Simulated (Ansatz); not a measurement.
# Relaxing a trial structure of GaH7OSi2

The starting geometry of this gas-phase singlet is a saddle point at B3LYP-D3(BJ)/def2-SVP, pushed by 0.25 Å along its imaginary mode; its bonds are those of `[SiH3]O[SiH2][GaH2]`.

```xyz
11

Ga   -1.3708    1.6229    0.0740
O    -0.6744    1.0989   -3.0631
Si   -0.5182    0.1596   -1.6765
Si   -0.4582    1.1188   -4.7123
H     0.9112   -0.2309   -1.4966
H    -1.2962   -1.1095   -1.8413
H    -1.2453    0.0243   -5.3615
H     0.9939    0.9260   -5.0446
H    -0.9165    2.4235   -5.2131
H    -2.8584    1.4957    0.6352
H    -0.4493    2.8080    0.6300
```

Problem. Predict what it relaxes into with B3LYP-D3(BJ)/def2-SVP.

Solution. It keeps its bonds, and is `[SiH3]O[SiH2][GaH2]`.

The energy falls by 0.04 eV over 40 steps:

```csv
step,E − E(last) (eV)
1,0.041
5,0.031
10,0.029
14,0.025
18,0.013
23,0.002
27,0.001
31,0.000
36,0.000
40,0.000
```

Final geometry (Å):

```yaml
atoms:
  - { symbol: Ga, position_ang: [-1.3906, 1.6260, 0.1238] }
  - { symbol: O, position_ang: [-0.5897, 1.1283, -3.1155] }
  - { symbol: Si, position_ang: [-0.7191, 0.2114, -1.7245] }
  - { symbol: Si, position_ang: [-0.2786, 1.1286, -4.7448] }
  - { symbol: H, position_ang: [0.5945, -0.4555, -1.4442] }
  - { symbol: H, position_ang: [-1.7104, -0.8922, -1.9459] }
  - { symbol: H, position_ang: [-1.2362, 0.2327, -5.4586] }
  - { symbol: H, position_ang: [1.1117, 0.6547, -5.0111] }
  - { symbol: H, position_ang: [-0.4313, 2.5182, -5.2533] }
  - { symbol: H, position_ang: [-1.5831, 1.0142, 1.5688] }
  - { symbol: H, position_ang: [-1.6492, 3.1709, -0.0648] }
```

Frequencies at the end are all real (lowest 29 cm⁻¹). Run with Ansatz 0.2.0, 61 s on 2 threads of Intel(R) Xeon(R) 6975P-C (Granite Rapids), on a shared host.
